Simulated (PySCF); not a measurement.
CH7GaN2, SMILES [NH2][Ga]([CH3])[NH2].

The structure is a stationary point at TPSSh-D3(BJ)/def2-SVP. The structure was generated by enumeration; whether it is a known compound was not checked. Other conformers were not sampled.

Computed with C-PCM-ωB97X/def2-SVP in PySCF 2.14.0.

The values are the electrostatic part of the solvation free energy, E(continuum) − E(gas) at the gas-phase geometry, in a cavity of scaled van der Waals radii (PySCF's table); cavitation and dispersion terms are not included. A continuum can't describe solvent molecules that bind to the metal. In vacuum the orbital gap is 11.57 eV. The dipole moment in vacuum is 0.33 D.

Computed values in water (ε = 78.36), n-hexane (ε = 1.88), benzene (ε = 2.27):
```csv
solvent,ε,ΔG(elec) (kcal/mol),dipole (D),gap (eV)
water,78.36,-4.6,0.39,11.71
n-hexane,1.88,-2.1,0.36,11.64
benzene,2.27,-2.5,0.36,11.65
```
